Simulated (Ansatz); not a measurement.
Z-matrix (Å, degrees):
```
C
S 1 1.781
F 1 1.480 2 106.2
H 1 1.088 2 114.7 3 -113.8
H 1 1.088 2 114.3 3 114.1
Al 2 2.248 1 79.6 3 6.5
F 6 1.651 2 116.5 1 91.7
H 6 1.568 2 121.6 1 -110.3
```

Total charge 0; spin multiplicity 1.

List the r2SCAN/def2-TZVPP orbital energies in eV (Ansatz). (Estimate.)

Ansatz gave: Occupied: -2409.07, -1517.78, -668.43, -664.95, -277.06, -213.52, -157.63, -157.48, -157.39, -111.19, -71.51, -71.37, -71.29, -33.54, -29.70, -21.06, -17.41, -14.30, -14.00, -13.45, -11.19, -10.93, -10.09, -9.71, -9.63, -8.80, -7.67, -6.42. Lowest empty: -1.38, -0.51, 0.35, 1.04, 1.50, 1.67, 2.19, 3.23.
